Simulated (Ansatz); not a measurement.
Cost and result up the ladder for Ge₂₂H₂₈, a nanocrystal cut from cubic germanium (50 atoms). Total charge 0; singlet. Geometry: r2SCAN-D4/def2-SVP.

```xyz
50

Ge    1.614    3.152    2.417
Ge   -2.001    1.737    3.371
Ge    4.574    0.642    1.588
Ge    2.945    2.834   -1.294
Ge   -0.643    1.402   -0.352
Ge    0.680    1.095   -4.089
Ge    2.304   -1.095   -1.187
Ge   -2.897   -0.308   -3.145
Ge    0.970   -0.774    2.524
Ge   -2.630   -2.180    3.490
Ge   -1.274   -2.498   -0.243
Ge   -4.244    0.016    0.604
Ge    0.054   -2.823   -3.985
Ge    3.589    2.797    1.048
Ge   -0.017    1.394    2.006
Ge   -3.619   -0.026    2.951
Ge    2.955   -1.119    1.158
Ge    1.332    1.070   -1.746
Ge   -2.285   -0.349   -0.791
Ge   -0.932   -0.669   -4.527
Ge    0.688   -2.858   -1.639
Ge   -0.660   -2.535    2.113
H     1.996    3.153    3.912
H     0.981    4.519    2.085
H    -2.618    3.110    3.034
H    -1.600    1.746    4.862
H     4.989    0.612    3.073
H     5.834    0.409    0.729
H     2.315    4.198   -1.645
H     4.185    2.635   -2.191
H    -1.273    2.774   -0.697
H     0.064    2.468   -4.430
H     1.932    0.901   -4.970
H     3.558   -1.309   -2.070
H    -3.533    1.058   -3.480
H    -3.948   -1.404   -3.420
H     1.369   -0.784    4.020
H    -2.234   -2.219    4.980
H    -3.653   -3.307    3.232
H    -2.312   -3.612   -0.520
H    -4.871    1.380    0.250
H    -5.291   -1.081    0.313
H     1.301   -3.066   -4.861
H    -0.961   -3.951   -4.264
H     4.614    3.924    1.319
H    -4.874    0.207    3.823
H     3.566   -2.499    1.497
H    -1.337   -0.639   -6.019
H     1.318   -4.224   -1.279
H    -0.018   -3.903    2.445
```

Ansatz on 11 threads of AMD EPYC 7R13 on a shared host and a whole NVIDIA H100 80GB HBM3. Times are rough, and most runs start from the orbitals of an earlier one. PBE0-D4/def2-TZVP serves as the yardstick here, not as an exact answer. Differences are given only for rows in sets of like size (and for xTB, whose basis is part of the method), since another set adds its own error. Binding counts from free atoms at the same level (Ge triplet, H doublet; other spins of the atoms weren't run), without zero-point energy or a counterpoise term.

The 6-31G sets use Cartesian d functions. B3LYP takes the VWN-RPA correlation. Correlated methods freeze 198 core orbitals; core or outer-core shells of Ge are correlated, in sets that lack core-valence functions. The rows differ in basis, and correlated rows in double-zeta sets carry the largest basis error. Single mean-field runs in 6-31G, def2-SVP, def2-TZVP are fitted with def2-universal-jkfit.

Correlated methods converge slowly with the basis, most of all in double-zeta sets.

```csv
level,functions,wall time
B3LYP-D4/6-31G,694,11 s
HF/6-31G,694,12 s
PBE-D4/def2-SVP,844,14 s
PBE-D4/def2-TZVP,1224,16 s
PBE0-D4/def2-SVP,844,19 s
r2SCAN-D4/def2-TZVP (with forces),1224,21 s
B97M-V/def2-TZVP,1224,22 s
MP2/def2-SVP,844,24 s
PBE0-D4/def2-TZVP (with forces),1224,32 s
```

(1) Estimate what each level gives for the binding energy per atom (eV).

## Answers

(1) 
```json
{"level": "B3LYP-D4/6-31G", "binding energy per atom (eV)": "2.87", "difference from PBE0-D4/def2-TZVP (eV)": "–"}
{"level": "HF/6-31G", "binding energy per atom (eV)": "1.91", "difference from PBE0-D4/def2-TZVP (eV)": "–"}
{"level": "PBE-D4/def2-SVP", "binding energy per atom (eV)": "2.95", "difference from PBE0-D4/def2-TZVP (eV)": "–"}
{"level": "PBE-D4/def2-TZVP", "binding energy per atom (eV)": "2.95", "difference from PBE0-D4/def2-TZVP (eV)": "0.00"}
{"level": "PBE0-D4/def2-SVP", "binding energy per atom (eV)": "2.96", "difference from PBE0-D4/def2-TZVP (eV)": "–"}
{"level": "r2SCAN-D4/def2-TZVP (with forces)", "binding energy per atom (eV)": "2.99", "difference from PBE0-D4/def2-TZVP (eV)": "0.04"}
{"level": "B97M-V/def2-TZVP", "binding energy per atom (eV)": "2.99", "difference from PBE0-D4/def2-TZVP (eV)": "0.03"}
{"level": "MP2/def2-SVP", "binding energy per atom (eV)": "2.78", "difference from PBE0-D4/def2-TZVP (eV)": "–"}
{"level": "PBE0-D4/def2-TZVP (with forces)", "binding energy per atom (eV)": "2.96", "difference from PBE0-D4/def2-TZVP (eV)": "0.00"}
```
